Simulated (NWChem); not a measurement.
NbSF₃; SMILES [S]=[Nb]([F])([F])[F]

```xyz
5

Nb     0.0000     0.0000     0.1483
S      0.0000     0.0000    -1.9798
F      1.6762     0.5282     0.7229
F     -0.3807    -1.7158     0.7229
F     -1.2955     1.1876     0.7229
```
Atoms are numbered in this order, from 1.

Level: PBE0/def2-SVP with def2 effective core potentials on Nb (NWChem), optimised geometry, unscaled harmonic frequencies. def2 effective core potentials on Nb; no spin-orbit coupling.

| frequency (cm⁻¹) | IR intensity (km/mol) |
|---|---|
| 166 | 11.5 |
| 166 | 11.5 |
| 197 | 2.1 |
| 197 | 2.1 |
| 207 | 8.1 |
| 600 | 48.3 |
| 711 | 138.3 |
| 740 | 151.9 |
| 740 | 151.9 |

| Property | Result |
|---|---|
| zero-point energy | 5.3 kcal/mol |
| thermal correction to the enthalpy at 298.15 K (with zero-point energy) | 9.8 kcal/mol |
| heat capacity Cv | 18.6 cal/(mol K) |
| entropy at 298.15 K and 1 atm (symmetry number 3) | 79.6 cal/(mol K) |

Rigid rotor and harmonic oscillator.
